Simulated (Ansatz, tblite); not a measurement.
Cost and result up the ladder for the cluster ScO3 (4 atoms). The state is a doublet with charge 0. Geometry: r2SCAN-D4/def2-TZVP.

```xyz
4

Sc    0.325   -0.333    0.744
O     0.120    1.296   -0.551
O    -1.064   -1.234    1.044
O     0.619    0.272   -1.237
```

Ansatz on 4 threads of Arm Neoverse V1 on a shared host; xTB runs through tblite on one thread. Times are rough, summed over both states, and most runs start from the orbitals of an earlier one. PBE0-D4/def2-TZVP serves as the yardstick here, not as an exact answer. The other state is a triplet.

The xTB rows come from tblite. The structure holds one bond between oxygen atoms, so isomers without such links may lie far lower. At PBE0-D4/def2-TZVP a singlet of charge 1 lies 0.32 eV below the triplet, each at its own geometry. The structure comes from a short search, and lower isomers may exist.

Raw xTB energies of ions are shifted by several eV, and xTB has no spin-polarisation term.

| level | functions | wall time | vertical IE (eV) | difference from PBE0-D4/def2-TZVP (eV) |
| --- | --- | --- | --- | --- |
| GFN1-xTB | 21 | 0.008 s | 18.25 | 8.55 |
| GFN2-xTB | 21 | 0.009 s | 15.78 | 6.08 |
| PBE-D4/def2-TZVP | 138 | 6.4 s | 9.41 | -0.29 |
| PBE0-D4/def2-TZVP | 138 | 9.5 s | 9.70 | 0.00 |
| r2SCAN-D4/def2-TZVP | 138 | 15 s | 9.46 | -0.24 |
